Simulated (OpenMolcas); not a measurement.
## Pr4+: moving or changing the point charges

Pr4+ among 6 point charges of -1 e arranged as a tetragonal octahedron (D4h), 2.79 Å from the ion, with the axial distance 3.320 Å.
```
   2.7900    0.0000    0.0000  -1.00
   0.0000    2.7900    0.0000  -1.00
  -2.7900    0.0000    0.0000  -1.00
   0.0000   -2.7900    0.0000  -1.00
   0.0000    0.0000    3.3201  -1.00
   0.0000    0.0000   -3.3201  -1.00
```

```
Program             : OpenMolcas
Method              : SS-CASPT2, IPEA 0.25 Eh, imaginary shift 0.1 Eh (closed shells correlated: 5s 5p)
Basis               : ANO-RCC-VDZP [7s6p4d2f1g]
Scalar Hamiltonian  : DKH2, point nucleus
Active space        : 1 electron in 7 orbitals (4f)
State averaging     : 2S+1 = 2 odd, 7 roots
Spin-orbit coupling : state interaction with AMFI integrals over the reference wave functions
```

Runs around this geometry, states (labels of D4, the rotations of D4h). Energies in cm-1 above the lowest state or level, χT in cm3 K/mol; under a threefold ground state the first gap can be a small split of the lowest multiplet, not the spin-orbit step.

```json
{"R (Å)": "2.79", "q (e)": "-0.5", "Ground state": "2S+1 = 2", "First state of that spin": "2B1 97", "First gap with spin-orbit (degeneracies)": "82 (2, 2)", "Width of lowest J": "167", "χT at 300 K": "0.806"}
{"R (Å)": "2.79", "q (e)": "-1", "Ground state": "2S+1 = 2", "First state of that spin": "2B1 89", "First gap with spin-orbit (degeneracies)": "92 (2, 2)", "Width of lowest J": "319", "χT at 300 K": "0.794"}
{"R (Å)": "3.1", "q (e)": "-1", "Ground state": "2E", "First state of that spin": "2A2 110", "First gap with spin-orbit (degeneracies)": "80 (2, 2)", "Width of lowest J": "235", "χT at 300 K": "0.801"}
{"R (Å)": "3.33", "q (e)": "-1", "Ground state": "2E", "First state of that spin": "2A2 83", "First gap with spin-orbit (degeneracies)": "70 (2, 2)", "Width of lowest J": "173", "χT at 300 K": "0.806"}
```

Taking the width of the lowest J multiplet as R^-n, n = -ln(173 / 319) / ln(3.33 / 2.79) = 3.5 between the shortest and longest distance.

Scaling the charges by -0.5 / -1 = 0.50 scales the width of the lowest J multiplet by 167 / 319 = 0.52; with fixed orbitals a first-order splitting would follow the charge.

Roots that are degenerate in the reference are averaged as groups; the widest CASPT2 spread within a group is 110 cm-1 (the 3-fold group of multiplicity 2 near 0 cm-1 above the lowest state of its run, R = 2.79, q = -0.5). Shifts and gaps below about the spread of the groups concerned are not significant. Point charges carry no covalency, so the field is a model and not that of real ligands. A group larger than the point group allows holds several states that coincide in this model. No measured value stands beside these numbers.

A state without a sure symmetry label is named by its multiplicity alone.
